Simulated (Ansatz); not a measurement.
Two members of one family (GaAs nanocrystals, H-capped), computed with Ansatz in the gas phase. Binding counts from free atoms in the multiplicity of their measured ground term, without zero-point energy. Sets without diffuse functions give affinities that are too small. A dash marks a value that wasn't run or was left out as unsound. The structures are stationary points that may keep the symmetry of their start. Remarks come from the PBE and PBE0 runs and from stability tests at other levels; not every state was tested. A HOMO above zero means that the electron is unbound at that level and held by the basis, or that self-interaction error raises the level; the energy of removing that electron tells which. HOMO above LUMO (over both spins in singlets and doublets, within one spin in higher multiplets; at PBE or PBE0), or a gap under 0.15 eV within one spin, warns that the state may not be the lowest or that an electron is smeared out.

First: Ga12As12H32, cut from zinc blende (singlet, charge 0, PBE-D4/def2-SVP geometry).

Cartesian coordinates in Å:
```
Ga 0.0367 -4.6128 1.5926
Ga 4.8799 -1.2809 -1.5114
Ga 1.5360 1.1165 -4.0984
Ga -3.3569 -2.8063 -0.1956
Ga -2.5332 0.3850 -3.2151
Ga 0.3636 -1.6743 -1.2797
Ga 1.4961 -0.8390 2.6450
Ga 1.8249 1.8305 -0.2658
Ga -1.8330 0.8110 0.7482
Ga -2.3766 -1.8790 3.8240
Ga -1.0535 4.0467 -1.7088
Ga -0.0543 4.3025 3.0386
As 2.6973 -2.5428 -1.4301
As -1.0144 -3.5259 -0.4568
As -0.1106 -2.6589 3.1361
As -0.2373 -0.5166 -3.3576
As 4.1299 0.8835 -0.4270
As 1.0695 2.8498 -2.3362
As -3.8661 -1.5328 -2.3066
As -3.1828 -1.0720 1.5467
As -2.4379 1.9744 -1.3248
As 0.4484 -0.0175 0.5082
As 1.8778 3.4310 1.6503
As -1.7053 2.4377 2.6346
H -0.9507 -5.7688 2.0199
H 1.5490 -4.8590 1.1799
H 5.8635 -1.9692 -0.4926
H 5.1500 -0.9371 -3.0204
H 1.1658 1.6593 -5.5284
H 2.9237 0.4663 -3.7043
H -4.4355 -3.9341 0.0194
H -3.1430 0.9406 -4.5571
H 2.9217 -1.3774 2.1885
H 1.3583 0.3944 3.6388
H -3.3184 -3.0864 4.2092
H -2.2504 -0.5558 4.6917
H -1.6385 4.8306 -2.9418
H -0.7881 4.6694 -0.2784
H -0.5996 5.5654 2.2789
H 0.4042 4.2105 4.5420
H 2.7111 -3.5499 -2.5771
H 2.7430 -3.5480 -0.2841
H -1.0467 -4.5218 -1.6173
H 0.4082 -3.2655 4.4420
H -0.3354 -1.6124 -4.4196
H 5.0236 2.0078 -0.9467
H 4.6385 0.8833 1.0111
H 2.1188 3.9449 -2.5414
H -4.0352 -2.5410 -3.4432
H -5.3246 -1.0811 -2.2519
H -4.5977 -0.5031 1.6638
H -3.8907 2.4125 -1.1373
H 2.9080 2.8391 2.6068
H 2.7079 4.6278 1.1909
H -1.7350 1.5220 3.8535
H -3.1035 3.0271 2.7949
```

| level | HOMO (eV) | LUMO (eV) | gap (eV) | vertical EA (eV) | binding per atom (eV) |
| --- | --- | --- | --- | --- | --- |
| PBE-D4/def2-SVP | -5.85 | -2.33 | 3.51 | 1.10 | 2.63 |
| r2SCAN-D4/def2-SVP | -6.10 | -2.19 | 3.91 | – | 2.63 |
| PBE0-D4/def2-SVP | -6.81 | -1.64 | 5.17 | 0.83 | 2.62 |

Remarks: HOMO above zero (-1 doublet), gap within one spin near zero at PBE or PBE0 (-1 doublet).

Second: Ga13As13H30, cut from zinc blende (singlet, charge 0, PBE-D4/def2-SVP geometry).

```xyz
56

Ga    1.651   -1.085   -2.422
Ga   -0.728    2.111   -3.730
Ga   -1.853   -1.722   -4.681
Ga   -1.532   -2.663   -0.579
Ga   -3.862    0.555   -1.920
Ga    2.988    2.781   -1.497
Ga    5.292   -0.429   -0.388
Ga    1.860   -2.047    1.453
Ga    3.188    1.836    2.318
Ga   -0.381    1.110    0.296
Ga   -3.634   -0.501    2.332
Ga   -0.299    0.100    4.337
Ga   -1.416   -3.756    3.492
As    0.065   -0.177   -4.103
As    3.557    0.452   -2.005
As    1.339    3.438   -3.261
As    0.380   -1.116   -0.298
As   -1.838    1.935   -1.516
As   -2.908   -1.655   -2.384
As   -2.696   -2.648    1.613
As   -4.901    0.339    0.345
As    1.601    2.558    0.551
As    3.751   -0.445    1.617
As    0.474   -2.075    3.513
As    1.741    1.548    4.340
As   -1.626    0.956    2.420
H     2.150   -2.528   -2.822
H    -1.626    2.807   -4.824
H    -1.255   -3.168   -4.890
H    -2.809   -0.960   -5.682
H    -1.050   -4.115   -0.968
H    -4.858    1.202   -2.956
H     4.138    3.848   -1.355
H     5.585   -1.931   -0.776
H     6.377    0.699   -0.168
H     2.364   -3.495    1.077
H     4.343    2.876    2.579
H    -4.507   -0.436    3.643
H    -1.069    0.177    5.710
H    -0.840   -5.118    2.942
H    -2.246   -3.571    4.825
H     0.883   -0.025   -5.386
H     4.264    0.587   -3.353
H     2.106    3.568   -4.576
H     0.985    4.918   -3.114
H    -2.324    3.337   -1.148
H    -4.161   -2.529   -2.467
H    -3.956   -3.490    1.404
H    -6.144   -0.535    0.194
H    -5.635    1.632    0.706
H     1.127    3.963    0.923
H     4.593   -0.941    2.792
H     1.420   -2.518    4.629
H     2.638    1.073    5.481
H     1.403    2.915    4.936
H    -2.109    2.355    2.803
```

Q: What does the change do? Estimate second minus first.

A: 
```csv
level,Δ HOMO (eV),Δ LUMO (eV),Δ gap (eV),Δ vertical EA (eV),Δ binding per atom (eV)
PBE-D4/def2-SVP,-0.01,0.08,0.09,-0.09,0.06
r2SCAN-D4/def2-SVP,-0.01,0.07,0.08,–,0.05
PBE0-D4/def2-SVP,0.00,0.08,0.07,-0.06,0.06
```

Remarks: HOMO above zero (-1 doublet), gap within one spin near zero at PBE or PBE0 (-1 doublet).
